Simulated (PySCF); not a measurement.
From computed data to an observable: oscillator strength and radiative lifetime

CH₃IMgS, SMILES C[S][Mg][I].

The structure is a stationary point at PBE0-D3(BJ)/def2-SVP. The def2 effective core potentials stand for the cores of I; spin–orbit coupling is left out. Other conformers were not sampled.

PySCF 2.14.0 with TDDFT-LC-ωPBE/def2-SVPD puts the first singlet state with f over 0.02 at 4.72 eV (vertical), with the transition dipole (0.240, 0.241, -0.252) in atomic units.

Task: Find the oscillator strength, the wavelength and the radiative lifetime that this transition would have in vacuum if emission retraced absorption.

Result: 
|μ|² = 0.1792 au, so |μ| = 1.08 D. ΔE = 4.72/27.211 = 0.1735 hartree. f = (2/3) ΔE |μ|² = 0.021 (the program prints 0.021).
λ = 1239.84/4.72 = 263 nm; ν = 38069 cm⁻¹.
Einstein's coefficient A = 0.6670 ν² f s⁻¹ (ν in cm⁻¹) = 2.0e7 s⁻¹, so τ = 1/A = 50 ns. This state is S1. The figure is the radiative limit of this one transition; relaxation, internal conversion, crossing to triplets and a medium change what is measured.
